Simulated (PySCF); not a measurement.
From one molecule to another.

First species: Cyclobutanone, C₄H₆O.
SMILES: `O=C1CCC1`

Second species: C5H12OS.
Cartesian coordinates in Å at the GFN2-xTB level; atoms count from 1:
```xyz
19
C5H12OS angstrom
C      2.196    1.050   -1.330
C      1.648    0.238   -0.170
O      0.394   -0.301   -0.551
C     -0.247   -1.035    0.432
C     -1.388   -1.822   -0.187
S     -0.870    0.068    1.791
C     -1.875    1.212    0.802
H      3.160    1.472   -1.060
H      2.314    0.416   -2.204
H      1.511    1.857   -1.578
H      1.522    0.869    0.721
H      2.335   -0.583    0.088
H      0.450   -1.702    0.960
H     -1.953   -2.324    0.592
H     -2.042   -1.154   -0.740
H     -0.988   -2.560   -0.878
H     -1.376    1.354   -0.152
H     -1.925    2.149    1.346
H     -2.873    0.806    0.665
```

Levels: CAM-B3LYP/def2-SVPD for dipole moment, HOMO energy, LUMO energy, HOMO–LUMO gap, static isotropic polarisability and electronic spatial extent ⟨r²⟩ about the centre of nuclear charge; TDDFT CAM-B3LYP/def2-SVPD for lowest singlet excitation; TDA CAM-B3LYP/def2-SVPD for lowest triplet excitation (Tamm–Dancoff); GFN2-xTB for rotational constant A and rotational constant C. Geometries: GFN2-xTB. All species are isolated and taken at one optimised geometry, non-relativistic unless stated; the electronic structure was computed with PySCF and density fitting.

The conformers computed, where there is a choice (atom-mapped SMILES and torsion angles):
- `[CH3:1][CH2:2][O:3][C@H:4]([CH3:5])[S:6][CH3:7]`: C1–C2–O3–C4 -178°, C2–O3–C4–C5 -166°, O3–C4–S6–C7 55°

Values for the first species:

```
Dipole moment                                                     : 3.24 D
HOMO energy                                                       : -8.69 eV
LUMO energy                                                       : 0.43 eV
HOMO–LUMO gap                                                     : 9.12 eV
Lowest singlet excitation                                         : 4.29 eV
Lowest triplet excitation (Tamm–Dancoff)                          : 3.76 eV
Static isotropic polarisability                                   : 47.9 au
Electronic spatial extent ⟨r²⟩ about the centre of nuclear charge : 376 bohr²
Rotational constant A                                             : 11.146 GHz
Rotational constant C                                             : 3.614 GHz
```

(1) Estimate the same properties for the second species, and the change in each.

Answers

(1) 
```json
{"property": "dipole moment", "first": "3.24 D", "second": "0.98 D", "second less first": "-2.26 D"}
{"property": "HOMO energy", "first": "-8.69 eV", "second": "-7.69 eV", "second less first": "+1.00 eV"}
{"property": "LUMO energy", "first": "0.43 eV", "second": "1.22 eV", "second less first": "+0.79 eV"}
{"property": "HOMO–LUMO gap", "first": "9.12 eV", "second": "8.91 eV", "second less first": "-0.21 eV"}
{"property": "lowest singlet excitation", "first": "4.29 eV", "second": "5.45 eV", "second less first": "+1.16 eV"}
{"property": "lowest triplet excitation (Tamm–Dancoff)", "first": "3.76 eV", "second": "5.04 eV", "second less first": "+1.28 eV"}
{"property": "static isotropic polarisability", "first": "47.9 au", "second": "88.1 au", "second less first": "+40.2 au"}
{"property": "electronic spatial extent ⟨r²⟩ about the centre of nuclear charge", "first": "376 bohr²", "second": "1152 bohr²", "second less first": "+776 bohr²"}
{"property": "rotational constant A", "first": "11.146 GHz", "second": "2.951 GHz", "second less first": "-8.195 GHz"}
{"property": "rotational constant C", "first": "3.614 GHz", "second": "1.167 GHz", "second less first": "-2.447 GHz"}
```

On the first: The 8 singlets span 4.29 to 8.41 eV, and their oscillator strengths add up to 0.11. No computed singlet falls in the visible range (750 to 380 nm, 1.65 to 3.26 eV); S1 lies 1.03 eV above its blue end.

On the second: The vertical singlet–triplet gap S1 − T1 is 0.41 eV (TDDFT singlet less Tamm–Dancoff triplet; S1: HOMO→LUMO, weight 0.54; T1: HOMO→LUMO, weight 0.46). The polarisability is 13.05 Å³ as a volume (1 au = 0.148185 Å³), or 1.33 au for each of the 66 electrons.
